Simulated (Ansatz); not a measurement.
Gas-phase electronic energies from Ansatz, PBE0-D4/def2-TZVP geometries. CBS: MP2 limit from def2 TZ/QZ plus the TZ coupled-cluster correction, frozen cores. This one scheme is used for every species. Functionals use def2-TZVPP. For Br, Ga outer-core shells are correlated without core-valence functions, which leaves a few kJ/mol of doubt a bond. Scalar relativity is left out up to krypton. Each species was taken in one conformer, which may not be the lowest.

Consider the hydrogenolysis of a Ga–O bond: `[SiH3][O][Ga]([Br])[Br]` + H₂ → `[Br][GaH][Br]` + silanol.

CCSD(T)/CBS gives +0.50 eV.

**Question.** Another level gave +0.39 eV. Which?
A. PBE0-D4/def2-TZVPP
B. CCSD(T)/def2-TZVPP
C. r2SCAN0-D4/def2-TZVPP
D. LDA (SPW92)/def2-TZVPP

**Answer.** A. PBE0-D4 0.39, r2SCAN0-D4 0.45, LDA (SPW92) 0.32, CCSD(T)/def2-TZVPP 0.54 eV.

Largest T1 diagnostic among the species: 0.011.

From r2SCAN to r2SCAN0 (25 % exact exchange), in def2-TZVPP and without D4, ΔE moves by −0.04 eV. At CCSD(T), def2-SVP lies +0.10 eV from the extrapolated value and def2-TZVPP +0.04 eV. In def2-TZVPP, CCSD(T) changes the Hartree–Fock value by +0.18 eV (the triples alone add +0.05 eV) and MP2 by +0.25 eV.
